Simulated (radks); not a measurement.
Isoelectronic series with 43 electrons, all held in the configuration [Kr] 4d5 5s2, which need not be the ground one along the series. Method: Dirac Kohn-Sham, PBE, spin-unpolarised, spherical densities, finite nucleus; open shells are shared between the two j in proportion to 2j + 1; Fermi nuclear charge, rms radius of each element as measured or else 0.836 A^(1/3) + 0.57 fm; computed with a radial shooting solver on a logarithmic mesh with Libxc functionals. Total energies (hartree) and mean radii <r> (bohr):

ion    E (hartree)   5s1/2   4d5/2
Tc     -4286.20622   3.301   1.733
Rh2+   -4783.35567   2.509   1.357
Ag4+   -5311.36989   2.091   1.150
In6+   -5870.42453   1.814   1.010
Sb8+   -6460.78690   1.613  0.9048
I10+   -7082.77621   1.456  0.8225
Cs12+   -7736.7567   1.330  0.7555
La14+   -8423.1282   1.226  0.6995
Pr16+   -9142.3304   1.138  0.6519
Pm18+   -9894.8295   1.062  0.6107
Eu20+  -10681.1219  0.9958  0.5748
Tb22+  -11501.8376  0.9375  0.5430
Ho24+  -12357.4564  0.8857  0.5147
Tm26+  -13248.7260  0.8393  0.4893
